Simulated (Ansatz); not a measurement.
Ansatz (a program for electronic structure) input file for F3OSi, SMILES F[Si](F)([O])F, multiplicity 2, PBE/def2-SVPD. The structure is a stationary point at B3LYP-D3(BJ)/def2-SVP. The isomer is the one that the SMILES or the coordinates give; other isomers of the formula were not compared.

Ansatz 0.2 input:
```yaml
crystal:
  periodic: [false, false, false]
  atoms:
    - {symbol: O, position_ang: [-1.06172789, 1.31856358, 0.00000002]}
    - {symbol: Si, position_ang: [-0.00598005, 0.02482182, 0.00000000]}
    - {symbol: F, position_ang: [-0.92487290, -1.27769211, -0.00000006]}
    - {symbol: F, position_ang: [0.93896670, 0.03351197, -1.28386951]}
    - {symbol: F, position_ang: [0.93896663, 0.03351190, 1.28386955]}
basis:
  gaussian:
    orbitals: def2-SVPD
hamiltonian:
  xc: {name: PBE}
magnetization: {spin_polarized: true, initial_magnetization: 1}
```

Program output:

```
WARN ansatz: RAYON_NUM_THREADS=1 ignored (pool sized by the plan → 1); use --threads N
Functional definition: PBE
integrals: 0.04 GiB planned
968 factors; their error is unknown
mean field: 0.41 GiB planned
mean field evaluation 1: about -18049.5092 eV, gradient 4.3e1 eV
mean field evaluation 2: about -18034.6904 eV, gradient 8.1e1 eV
mean field evaluation 4: about -18055.3317 eV, gradient 2.3e0 eV
mean field evaluation 8: about -18055.3140 eV, gradient 5.9e-2 eV
mean field evaluation 16: about -18055.3140 eV, gradient 1.7e-5 eV
mean field evaluation 32: about -18055.2507 eV, gradient 5.5e-1 eV
mean field -18055.31397058 eV, -663.5205500875 hartree, gradient 7.9e-6 eV, S^2 0.752094; 4 other end points of the search recorded, 0 dependent functions left out
reference -18055.31401691 eV, -663.5205517900 hartree; 25, 24 occupied and 91, 92 virtual orbitals, 968 factors
Total energy: -18055.31401691 eV, -663.5205517900 hartree
```

The run converged.
